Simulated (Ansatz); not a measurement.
Gas-phase electronic energies from Ansatz, PBE0-D4/def2-TZVP geometries. CCSD(T)/CBS is the MP2 limit (def2-TZVPP, def2-QZVPP) plus CCSD(T) − MP2 in def2-TZVPP, frozen cores. For Ga outer-core shells are correlated without core-valence functions, which leaves a few kJ/mol of doubt a bond. Scalar relativity is left out up to krypton. Each species was taken in one conformer, which may not be the lowest.

`[SiH3]/C=[CH]\[GaH2]` + `CCSS` → `CCSS[SiH3]` + `C=[CH][GaH2]`  (ligand exchange at the Si–C bond)

```
               species  CCSD(T)/CBS(def2) energy (Eh)
`[SiH3]/C=[CH]\[GaH2]`                    -2293.28490
                `CCSS`                     -875.27138
          `CCSS[SiH3]`                    -1165.57385
        `C=[CH][GaH2]`                    -2003.00582
```

Problem. Work out ΔE.

Solution. ΔE = (-1165.57385) + (-2003.00582) − (-2293.28490) − (-875.27138) = -0.02339 Eh = -0.64 eV.

Largest T1 diagnostic among the species: 0.013.

In def2-TZVPP, CCSD(T) changes the Hartree–Fock value by +0.15 eV (the triples alone add +0.01 eV) and MP2 by +0.09 eV. Leaving LDA and LC-ωPBE aside and taking each functional with its dispersion term where it has one, the values, not all of them listed here, spread over 0.07 eV, from BHLYP-D4 to PBE-D4. LDA lies +0.13 eV from PBE without D4.
